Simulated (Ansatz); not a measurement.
`[SiH3][O][In]([SH])[Cl]` and `[OH][In]([Cl])[O][SiH3]` differ in one atom or group.

Ansatz, PBE0-D4/def2-TZVP geometries, multiplicity 1. Each molecule was computed in one conformer, which needn't be the lowest.

Elements past krypton have def2 core potentials.

```
                                      property  `[SiH3][O][In]([SH])[Cl]`
         LUMO energy (ωB97M-V/def2-TZVPP) / eV                      -0.42
            HOMO energy (PBE0/def2-TZVPP) / eV                      -8.21
             HOMO energy (PBE/def2-TZVPP) / eV                      -6.95
         HOMO–LUMO gap (B3LYP/def2-TZVPP) / eV                       5.34
size of the dipole moment (PBE/def2-TZVPP) / D                       1.61
            LUMO energy (PBE0/def2-TZVPP) / eV                      -2.33
```

Q: Give the same properties after the change, and the shifts. (Best estimate.)

A: Ansatz gave: 
```tsv
property	`[OH][In]([Cl])[O][SiH3]`	shift
LUMO energy (ωB97M-V/def2-TZVPP) / eV	-0.53	-0.11
HOMO energy (PBE0/def2-TZVPP) / eV	-8.72	-0.51
HOMO energy (PBE/def2-TZVPP) / eV	-7.25	-0.30
HOMO–LUMO gap (B3LYP/def2-TZVPP) / eV	5.72	0.38
size of the dipole moment (PBE/def2-TZVPP) / D	1.30	-0.31
LUMO energy (PBE0/def2-TZVPP) / eV	-2.46	-0.13
```

With PBE0 the HOMO falls by 0.51 eV and the LUMO falls by 0.13 eV, so the gap widens by about 0.38 eV. PBE moves the HOMO by -0.30 eV and ωB97M-V by -0.62 eV. Dipoles are sizes alone; their direction can turn.

B3LYP here is the variant with VWN-RPA as its local correlation; programs differ in this.
